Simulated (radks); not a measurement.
W+, configuration [Xe] 4f14 5d4 6s1.

Calculated with a radial shooting solver on a logarithmic mesh with Libxc functionals: scalar-relativistic Kohn-Sham, PBEsol, spin-polarised, spherical densities, finite nucleus; open shells are filled with parallel spins first (spin-orbit coupling, left out, can overturn this in heavy ions); Fermi nuclear charge, rms radius 5.3658 fm.

Energy parts (eV):
total: -439057.20
kinetic: 483561.48
electron-nucleus: -1085033.48
Hartree: 171064.74
exchange-correlation: -8649.95

Orbitals (lengths in bohr, moments of r in powers of bohr; <r^-3> diverges for s and p1/2; r(max) is where P^2 peaks):
| orbital | occ. | eigenvalue (eV) | <r> | <1/r> | <r^-3> | r(max) |
|---|---|---|---|---|---|---|
| 1s up | 1 | -69451.50 | 0.01835 | 87.02 | - | 0.01146 |
| 1s down | 1 | -69451.49 | 0.01835 | 87.02 | - | 0.01146 |
| 2s up | 1 | -11994.24 | 0.07760 | 20.35 | - | 0.06570 |
| 2s down | 1 | -11994.07 | 0.07760 | 20.35 | - | 0.06570 |
| 2p up | 3 | -10494.47 | 0.06945 | 18.45 | 19740 | 0.05389 |
| 2p down | 3 | -10494.33 | 0.06945 | 18.45 | 19740 | 0.05389 |
| 3s up | 1 | -2767.623 | 0.2012 | 7.535 | - | 0.1853 |
| 3s down | 1 | -2767.565 | 0.2012 | 7.535 | - | 0.1853 |
| 3p up | 3 | -2323.291 | 0.2014 | 6.959 | 4401 | 0.1834 |
| 3p down | 3 | -2323.226 | 0.2014 | 6.959 | 4401 | 0.1834 |
| 3d up | 5 | -1811.189 | 0.1824 | 6.576 | 565.7 | 0.1493 |
| 3d down | 5 | -1811.073 | 0.1824 | 6.576 | 565.7 | 0.1494 |
| 4s up | 1 | -576.2995 | 0.4497 | 3.204 | - | 0.4207 |
| 4s down | 1 | -576.1433 | 0.4497 | 3.203 | - | 0.4207 |
| 4p up | 3 | -430.4750 | 0.4781 | 2.911 | 1024 | 0.4412 |
| 4p down | 3 | -430.3241 | 0.4781 | 2.911 | 1024 | 0.4412 |
| 4d up | 5 | -245.4651 | 0.5116 | 2.589 | 112.5 | 0.4522 |
| 4d down | 5 | -245.2807 | 0.5114 | 2.590 | 112.6 | 0.4522 |
| 4f up | 7 | -40.5372 | 0.6103 | 2.080 | 19.02 | 0.4285 |
| 4f down | 7 | -40.1404 | 0.6053 | 2.089 | 19.16 | 0.4283 |
| 5s up | 1 | -86.9610 | 1.071 | 1.248 | - | 0.9641 |
| 5s down | 1 | -85.3481 | 1.063 | 1.259 | - | 0.9603 |
| 5p up | 3 | -51.3980 | 1.255 | 1.046 | 145.2 | 1.095 |
| 5p down | 3 | -49.1942 | 1.241 | 1.060 | 150.3 | 1.087 |
| 5d up | 4 | -12.7810 | 1.951 | 0.6666 | 7.055 | 1.500 |
| 5d down | 0 | -9.6260 | 1.946 | 0.6751 | 7.417 | 1.466 |
| 6s up | 1 | -13.0681 | 2.886 | 0.4383 | - | 2.533 |

The highest occupied level is 5d up at -12.781 eV. The density falls to 0.001 e/bohr^3 at r = 4.25 bohr. The spin density at the nucleus is 82.43 e/bohr^3 (1s 0.21, 2s -1.01, 3s 0.17, 4s 1.05, 5s -17.43, 6s 99.45). For comparison, the ionisation energy in NIST's Atomic Spectra Database is 16.4 eV (semi-empirical). In exact Kohn-Sham theory the highest level is minus the ionisation energy, but local and semilocal functionals leave it too shallow, through self-interaction and a potential that decays too fast; potentials with the right tail come closer. The electron density at the nucleus is 1.514e+06 e/bohr^3 (large components only).
